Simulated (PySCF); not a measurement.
## input.py for AlH3O3

The script input.py:

```python
from pyscf import gto, scf
from pyscf.hessian import thermo

mol = gto.M(
    atom='Al 0 0 0; O 1.825 0.093 0; O -0.9931 1.5341 0; O -0.832 -1.627 0; H 2.3967 -0.7707 0; H -0.5308 2.4609 0; H -1.8659 -1.6902 0',
    basis='3-21g',
    charge=0,
    spin=0,
    verbose=4,
)
mf = scf.UHF(mol)
mf.kernel()
hess = mf.Hessian().kernel()
print('wavenumber (cm^-1) =', thermo.harmonic_analysis(mol, hess)['freq_wavenumber'].round(1))
mf.dip_moment()
print('orbital energies (hartree):', [e[max(0, n-3):n+3].round(4) for e, n in zip(mf.mo_energy, mol.nelec)])
```

```bash
$ OMP_NUM_THREADS=1 python input.py
```

Output (some set-up lines and the per-cycle HOMO/LUMO lines with their warnings removed):

```
PySCF version 2.14.0

[INPUT] verbose = 4
[INPUT] num. atoms = 7
[INPUT] num. electrons = 40
[INPUT] charge = 0
[INPUT] spin (= nelec alpha-beta = 2S) = 0
[INPUT] symmetry False subgroup None
[INPUT] Mole.unit = angstrom
[INPUT] Symbol           X                Y                Z      unit          X                Y                Z       unit  Magmom
[INPUT]  1 Al     0.000000000000   0.000000000000   0.000000000000 AA    0.000000000000   0.000000000000   0.000000000000 Bohr   0.0
[INPUT]  2 O      1.825000000000   0.093000000000   0.000000000000 AA    3.448750177331   0.175744529585   0.000000000000 Bohr   0.0
[INPUT]  3 O     -0.993100000000   1.534100000000   0.000000000000 AA   -1.876687014306   2.899028847695   0.000000000000 Bohr   0.0
[INPUT]  4 O     -0.832000000000  -1.627000000000   0.000000000000 AA   -1.572252135638  -3.074584404667   0.000000000000 Bohr   0.0
[INPUT]  5 H      2.396700000000  -0.770700000000   0.000000000000 AA    4.529106602745  -1.456411924202   0.000000000000 Bohr   0.0
[INPUT]  6 H     -0.530800000000   2.460900000000   0.000000000000 AA   -1.003066626919   4.650427019942   0.000000000000 Bohr   0.0
[INPUT]  7 H     -1.865900000000  -1.690200000000   0.000000000000 AA   -3.526039975826  -3.194015095740   0.000000000000 Bohr   0.0

nuclear repulsion = 150.171788635558
number of shells = 28
number of NR pGTOs = 81
number of NR cGTOs = 46
basis = 3-21g
ecp = {}

******** <class 'pyscf.scf.uhf.UHF'> ********
method = UHF
initial guess = minao
damping factor = 0
level_shift factor = 0
DIIS = <class 'pyscf.scf.diis.CDIIS'>
diis_start_cycle = 1
diis_space = 8
diis_damp = 0
SCF conv_tol = 1e-09
SCF conv_tol_grad = None
SCF max_cycles = 50
direct_scf = True
direct_scf_tol = 1e-13
number electrons alpha = 20  beta = 20
Set gradient conv threshold to 3.16228e-05
init E= -464.433465861219
cycle= 1 E= -465.628303875369  delta_E= -1.19  |g|= 0.692  |ddm|= 1.55
cycle= 2 E= -465.747772803277  delta_E= -0.119  |g|= 0.423  |ddm|= 0.631
cycle= 3 E= -465.804764719874  delta_E= -0.057  |g|= 0.0247  |ddm|= 0.224
cycle= 4 E= -465.805469227169  delta_E= -0.000705  |g|= 0.00539  |ddm|= 0.0434
cycle= 5 E= -465.805505789664  delta_E= -3.66e-05  |g|= 0.00131  |ddm|= 0.0104
cycle= 6 E= -465.80550866663  delta_E= -2.88e-06  |g|= 0.00054  |ddm|= 0.00272
cycle= 7 E= -465.805509305154  delta_E= -6.39e-07  |g|= 0.000234  |ddm|= 0.00135
cycle= 8 E= -465.805509454159  delta_E= -1.49e-07  |g|= 7.66e-05  |ddm|= 0.000783
cycle= 9 E= -465.805509468502  delta_E= -1.43e-08  |g|= 3.5e-05  |ddm|= 0.000239
cycle= 10 E= -465.805509470305  delta_E= -1.8e-09  |g|= 1.56e-05  |ddm|= 6.93e-05
cycle= 11 E= -465.805509470827  delta_E= -5.23e-10  |g|= 5.15e-06  |ddm|= 4.61e-05
Extra cycle  E= -465.805509470867  delta_E= -3.91e-11  |g|= 3.4e-06  |ddm|= 6.96e-06
converged SCF energy = -465.805509470867  <S^2> = 2.0712321e-10  2S+1 = 1
wavenumber (cm^-1) = [ 331.1  331.1  390.8  530.5  725.3  725.4  937.9  938.2  950.1 1148.1
 1172.9 1173.1 3081.1 3082.4 3083.1]
Dipole moment(X, Y, Z, Debye):  0.00055, -0.00052, -0.00000
orbital energies (hartree): [array([-0.4698, -0.4523, -0.4522,  0.0982,  0.117 ,  0.2036]), array([-0.4698, -0.4523, -0.4522,  0.0982,  0.117 ,  0.2036])]
```

In short: E(SCF) = -465.805509 Eh, 11 cycles, μ(SCF) = 0.00 D, wavenumbers 331, 331, 391, 530, 725, 725, 938, 938, 950, 1148, 1173, 1173, 3081, 3082, 3083 cm⁻¹.

Run time: 8.4 s on 1 thread of Arm Neoverse N1 (shared host).

The basis is very small, so the numbers show the basis as much as the system. No search for the lowest solution was made.
